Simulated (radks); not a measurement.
Question: Method: non-relativistic Kohn-Sham, exchange-only LDA, spin-polarised, spherical densities, point nucleus; open shells are filled with parallel spins first; computed with a radial shooting solver on a logarithmic mesh with Libxc functionals. Response by self-consistent Sternheimer equations with the Hartree and adiabatic exchange-only LDA kernel. For heavy and open-shell atoms this level of theory can miss by tens of per cent. Rank Ni8+, Ca, V3+, Cr4+, Co7+, Fe6+, Mn5+, Sc+, Ti2+ (NIST ground configurations) by static dipole polarisability, largest first.

Answer: Ca 162.9, Sc+ 56.83, Ti2+ 5.722, V3+ 2.374, Cr4+ 1.395, Mn5+ 0.9415, Fe6+ 0.6824, Co7+ 0.5170, Ni8+ 0.4039 bohr^3.
